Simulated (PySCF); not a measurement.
Some computed properties have been withheld. Give your best values.

Compound: C6H9F3N (doublet state).
SMILES: `FC(F)(F)[C@H]1C[CH]CCN1`

| property | level | value |
| --- | --- | --- |
| point group | PBE0-D3(BJ)/def2-SVP | C1 |
| rotational constants A, B, C | PBE0-D3(BJ)/def2-SVP | 2.584, 0.913, 0.790 GHz |
| dipole moment | PBE0-D3(BJ)/def2-SVP | ? |
| isotropic g value | unrestricted B3LYP/IGLO-III on C F N, pcH-1 on H, mean-field spin–orbit | ? |
| spin squared ⟨S²⟩ | unrestricted B3LYP/IGLO-III on C F N, pcH-1 on H | ? |
| largest isotropic hyperfine couplings (means over sets of like nuclei) | unrestricted B3LYP/IGLO-III on C F N, pcH-1 on H | ? |

Electronic properties: PySCF, gas phase, density fitting. One conformer (not necessarily the lowest) at the PBE0-D3(BJ)/def2-SVP geometry, without solvent or vibrations. Couplings of like nuclei are plain means over topologically equivalent atoms, as if these changed places fast (by rotation of a methyl-like group, say); in this geometry the members of some sets differ.

Task: What are the largest isotropic hyperfine couplings (means over sets of like nuclei)?

Result: 1H +135.3, 1H +134.6, 13C +94.3, 1H -60.9, 13C -27.1 MHz.

Task: The dipole moment?

Result: 2.69 D.

Task: The spin squared ⟨S²⟩?

Result: 0.754.

Task: Give the isotropic g value.

Result: 2.00262.

In atomic units the dipole is 1.06 e·bohr (1 au = 2.5417 D). At 9.50 GHz, hν = g·μB·B₀ (B₀ the magnetic field) puts the centre of the isotropic spectrum, to first order, at 338.9 mT. ⟨S²⟩ is 0.004 above the pure-spin value S(S + 1) = 0.75.
